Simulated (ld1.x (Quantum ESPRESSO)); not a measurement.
## In (Z = 49): variants of one TM potential

Base potential:

In, norm-conserving Troullier–Martins (Kleinman–Bylander form), made with ld1.x (Quantum ESPRESSO) 7.5 (PBEsol, scalar-relativistic). Core [Kr], reference 4d10 5s2 5p0.5 (charge +0.5). Waves: 5p (bound): rc 2.60 bohr; 4d (bound): rc 1.65 bohr; 5s (bound): rc 1.65 bohr. Local part: the s channel. Core correction: a·sin(br)/r model core inside 1.50 bohr.

All-electron outer shells of the reference configuration (PBEsol, scalar-relativistic, ld1.x):

```tsv
shell	level (eV)	outermost node (bohr)	outermost maximum (bohr)
4p	-81.53	0.42	0.82
4d	-22.10	0.40	0.94
5s	-11.45	1.02	2.13
5p	-5.31	1.14	2.74
```

Cutoffs, loose and tight: the cutoffs (Ry, on a coarse ladder) from which the occupation-weighted sum of valence levels, in a spherical-Bessel basis at the reference potential, stays within 10 and 1 mRy of its value at 400 Ry. They do not see the model core or the augmentation charge, which bear on the density cutoff. Test errors are all-electron minus pseudo excitation energies from the reference, over the configurations 4d10 5s2 5p1; 4d10 5s2 5p0; 4d10 5s1 5p0; 4d9 5s2 5p1; 4d10 5s1 5p1; 4d9 5s2 5p2; 4d10 5s2 5p1.3. A dash means not determined; rows that change the core or the reference have their own tests. The largest error is taken over the tests solved by every variant that gives reliable tests at all: 4d10 5s1 5p0; 4d10 5s1 5p1; 4d10 5s2 5p0; 4d10 5s2 5p1; 4d10 5s2 5p1.3; 4d9 5s2 5p1.

A true bound ghost makes a file unfit for plane-wave use even where its test errors are small: the radial tests pick states by their node count and pass the ghost by. Where a test does run into it, the solver fails or the error is huge.

```tsv
change	outcome	cutoff, loose	cutoff, tight	bound ghosts	largest test error (meV)
base	generated	80 Ry	120 Ry	none	-179
all radii but the core radius scaled by about 0.91 (s 1.50, p 2.36, d 1.50 bohr)	generated	90 Ry	160 Ry	none	+3.3
all radii but the core radius scaled by about 1.10 (s 1.82, p 2.86, d 1.82 bohr)	generated	70 Ry	110 Ry	none	-209
all radii but the core radius scaled by about 1.25 (s 2.06, p 3.24, d 2.06 bohr)	generated	60 Ry	100 Ry	none	-160
```

What comes out with this change to the base: all radii but the core radius scaled by about 1.36 (s 2.24, p 3.52, d 2.24 bohr)?

outcome: generated; cutoff, loose: 55 Ry; cutoff, tight: 90 Ry; bound ghosts: none; largest test error (meV): -97.

What comes out with this change to the base: all radii but the core radius scaled by about 0.80 (s 1.32, p 2.06, d 1.32 bohr)?

outcome: generated; cutoff, loose: 140 Ry; cutoff, tight: 300 Ry; bound ghosts: p, s (extra level of the local part); largest test error (meV): +592.

Reading the sweep of the scale of all radii but the core radius (base = 1) (base included, trends over the rows without a ghost): The loose cutoff falls from 90 Ry at 0.91 to 55 Ry at 1.36. A larger radius leaves more room for a smooth pseudo-wave, so fewer plane waves are needed; a smaller one forces it to follow the all-electron wave where it bends sharply. The median size of the test errors (rows with all tests solved) is not monotonic: lowest 1.3 meV at 0.91, highest 4.4 meV at 1.36. Bound ghosts are found at 0.8.
